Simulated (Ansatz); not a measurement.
Job for Ansatz (an electronic-structure program): U-CCSD(T)/def2-TZVPP on BeO-, 2S+1 = 2, a spin state set in the input, which need not be the lowest, a point of a bond scan (R = 1.363 Å). Charge -1.

Ansatz 0.2 input:
```yaml
crystal:
  periodic: [false, false, false]
  atoms:
    - {symbol: Be, position_ang: [0.00000000, 0.00000000, 0.00000000]}
    - {symbol: O, position_ang: [0.00000000, 0.00000000, 1.36264500]}
basis:
  gaussian:
    orbitals: def2-TZVPP
total_charge: -1
magnetization: {spin_polarized: true, initial_magnetization: 1}
correlation: {method: ccsd_t, electrons: valence}
output: {orbitals: {seedname: ./end}}
```

Output:

```
WARN ansatz: RAYON_NUM_THREADS=2 ignored (pool sized by the plan → 2); use --threads N
Functional definition: HF
integrals: 0.02 GiB planned
357 factors; integrals over basis functions are off by at most 1.3e-3 eV
mean field: 0.07 GiB planned
mean field evaluation 1: about -2433.6985 eV, gradient 1.4e1 eV
mean field evaluation 2: about -2433.7067 eV, gradient 1.4e1 eV
mean field evaluation 4: about -2435.2360 eV, gradient 3.0e0 eV
mean field evaluation 8: about -2435.8374 eV, gradient 5.8e-1 eV
mean field evaluation 16: about -2435.8732 eV, gradient 5.0e-7 eV
mean field evaluation 32: about -2434.7006 eV, gradient 1.6e-1 eV
mean field evaluation 64: about -2431.0462 eV, gradient 5.3e0 eV
mean field evaluation 96: about -2434.7032 eV, gradient 1.8e-2 eV
mean field evaluation 128: about -2431.9509 eV, gradient 1.7e0 eV
mean field evaluation 160: about -2431.8056 eV, gradient 3.1e-1 eV
mean field evaluation 192: about -2430.2022 eV, gradient 1.6e1 eV
mean field evaluation 224: about -2430.7043 eV, gradient 6.0e0 eV
mean field evaluation 256: about -2434.7030 eV, gradient 2.9e-2 eV
mean field evaluation 288: about -2432.0916 eV, gradient 3.9e-4 eV
mean field evaluation 320: about -2431.5972 eV, gradient 7.0e-1 eV
mean field evaluation 352: about -2426.5286 eV, gradient 3.6e1 eV
mean field evaluation 384: about -2431.3943 eV, gradient 1.3e0 eV
mean field evaluation 416: about -2430.4882 eV, gradient 2.9e-1 eV
mean field evaluation 448: about -2428.8352 eV, gradient 5.0e0 eV
mean field evaluation 480: about -2431.2597 eV, gradient 3.5e-1 eV
mean field evaluation 512: about -2434.7032 eV, gradient 1.7e-3 eV
mean field evaluation 544: about -2435.8732 eV, gradient 2.1e-4 eV
mean field -2435.87318177 eV, -89.5166883361 hartree, gradient 5.2e-7 eV, S^2 0.798592; 8 other end points of the search recorded, 0 dependent functions left out
determinant -2435.87318177 eV, -89.5166883361 hartree, with singles and doubles -2444.49140228 eV, -89.8334020978 hartree
determinant -2434.70323697 eV, -89.4736936575 hartree, with singles and doubles -2442.38408934 eV, -89.7559597757 hartree
determinant -2432.95310288 eV, -89.4093774158 hartree, with singles and doubles -2442.13873145 eV, -89.7469430397 hartree
determinant -2432.94978134 eV, -89.4092553517 hartree, with singles and doubles -2439.82005286 eV, -89.6617331732 hartree
determinant -2432.68576103 eV, -89.3995527844 hartree, with singles and doubles -2439.53976755 eV, -89.6514328779 hartree
determinant -2435.87318177 eV, -89.5166883361 hartree, with singles and doubles -2444.51706729 eV, -89.8343452698 hartree
determinant -2434.70323697 eV, -89.4736936575 hartree, with singles and doubles -2442.38587578 eV, -89.7560254264 hartree
determinant -2432.95310288 eV, -89.4093774158 hartree, with singles and doubles -2442.17554739 eV, -89.7482960005 hartree
1 core orbitals not correlated
reference -2435.87318177 eV, -89.5166883361 hartree; 6, 5 occupied and 43, 44 virtual orbitals, 357 factors
second order -8.67375368 eV of doubles, -0.00000000 eV of singles
coupled cluster: 0.12 GiB planned
cycle   1  -8.64667774 eV  change   -2.8e-3 eV  update   2.8e-3
cycle   2  -8.64654745 eV  change    1.3e-4 eV  update   2.2e-3
cycle   3  -8.64727167 eV  change   -7.2e-4 eV  update   1.5e-3
cycle   4  -8.64794385 eV  change   -6.7e-4 eV  update   4.1e-4
cycle   5  -8.64879326 eV  change   -8.5e-4 eV  update   2.1e-4
cycle   6  -8.64877281 eV  change    2.0e-5 eV  update   7.3e-5
cycle   7  -8.64879291 eV  change   -2.0e-5 eV  update   3.9e-5
cycle   8  -8.64878888 eV  change    4.0e-6 eV  update   2.1e-5
cycle   9  -8.64875507 eV  change    3.4e-5 eV  update   9.0e-6
cycle  10  -8.64875937 eV  change   -4.3e-6 eV  update   3.8e-6
perturbative correction -0.38171522 eV, -0.0140277757 hartree
Total energy: -2444.90365636 eV, -89.8485521562 hartree
```

The calculation finished and met its thresholds.

Cost: about 5 core-seconds (a rough figure).
